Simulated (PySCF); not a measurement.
**Trend along the alkali metals: MNa cations**

PBE0 with double-zeta basis sets in PySCF, for the lowest determinant that a PBE0 search found; no spin–orbit coupling. De refers to high-spin ground-configuration atoms (the charge goes to the atom of lower measured ionisation energy or higher electron affinity, which is not always the lowest computed limit). A positive dipole points towards Na; it is taken about the centre of mass and depends on that origin.

```csv
M,basis,charged atom,state (unpaired electrons),Re (Å),ωe (cm⁻¹),De (eV),μ (D)
Li,aug-pcseg-1,Na+,doublet (σ ↑),3.402,176,0.98,-3.80
Na,x2c-SVPall,Na+,doublet (σ ↑),3.694,107,1.04,n/a
K,pcseg-1,K+,doublet (σ ↑),4.100,89.6,0.60,-0.26
Rb,def2-SVPD,Rb+,doublet (σ ↑),4.318,70.1,0.49,2.39
Cs,def2-SVP,Cs+,doublet (σ ↑),4.556,62.8,0.39,2.93
```

The shortest bond is that of NaLi⁺ (3.402 Å), the longest that of CsNa⁺ (4.556 Å).

The rows differ in basis set, which adds steps of its own.

Down a group the atoms grow and get heavier, so bonds lengthen and wavenumbers fall; this series shows no clear exception.

Weak bonds: CsNa⁺, RbNa⁺. Basis-set superposition, not corrected here, can be much of De in a small basis, most of all at correlated wavefunction levels. Spin–orbit coupling is left out. For an ion De counts to the pair picked by the measured ionisation energies or electron affinities, which need not be the lowest pair at this level. States were picked by a PBE0 search and need not be the measured ground states.
